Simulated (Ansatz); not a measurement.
Basis sets compared for [FeO3N]- (FeNO3⁻). The state is a singlet with charge -1. Geometry B3LYP-D4/def2-SVPD. Ansatz on 4 threads of Arm Neoverse V2 on a shared host; times are rough, and most runs start from earlier orbitals.

Cartesian coordinates in Å:
```
Fe 0.0036 -0.0015 -0.0010
O -1.1410 -0.8752 -0.7560
O -0.1721 -0.1139 1.6114
O -0.0719 1.5534 -0.4701
N 1.3813 -0.5628 -0.3843
```

The restricted singlet is unstable towards broken spin symmetry in Hartree–Fock (as tested in another run); at PBE-D4/def2-SVPD, PBE-D4/def2-TZVPD, PBE0-D4/def2-SVPD, PBE0-D4/def2-TZVPD this wasn't settled.

```csv
level,functions,energy (Eh),HOMO (eV),LUMO (eV),wall time
PBE-D4/def2-SVPD,123,-1543.2870,-1.19,0.20,0.9 s
PBE0-D4/def2-SVPD,123,-1543.1054,-2.72,0.68,1.2 s
```

(1) Estimate the rows for PBE-D4/def2-TZVPD, PBE0-D4/def2-TZVPD.

Results:

(1) 
```csv
level,functions,energy (Eh),HOMO (eV),LUMO (eV),wall time
PBE-D4/def2-TZVPD,205,-1543.7802,-1.13,0.32,1.5 s
PBE0-D4/def2-TZVPD,205,-1543.6014,-2.63,0.84,2.3 s
```
